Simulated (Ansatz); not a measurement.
Ansatz (a quantum-chemistry and plane-wave program) input:

Ansatz 0.2 input:
```yaml
crystal:
  periodic: [false, false, false]
  atoms:
    - {symbol: O, position_ang: [1.24330967, -0.79060241, 0.31220024]}
    - {symbol: C, position_ang: [0.61144581, 0.29684990, -0.07706453]}
    - {symbol: O, position_ang: [1.09836963, 1.34030956, -0.37897951]}
    - {symbol: C, position_ang: [-0.92452020, 0.02592499, -0.08980468]}
    - {symbol: F, position_ang: [-1.36282599, -0.29956175, 1.13053297]}
    - {symbol: F, position_ang: [-1.60383455, 1.09412402, -0.49501646]}
    - {symbol: F, position_ang: [-1.22655387, -0.98644249, -0.90879552]}
    - {symbol: H, position_ang: [2.20836479, -0.66653798, 0.33566291]}
basis:
  gaussian:
    orbitals: def2-TZVP
hamiltonian:
  xc: b3lyp
  dispersion: d3bj
relax: {f_tol: 0.002, max_steps: 150}
```

Q: Predict the final energy.

A: -527.04059 Eh (B3LYP-D3(BJ)/def2-TZVP). The basis has 223 functions. The run takes about 70 core-seconds (a rough figure).
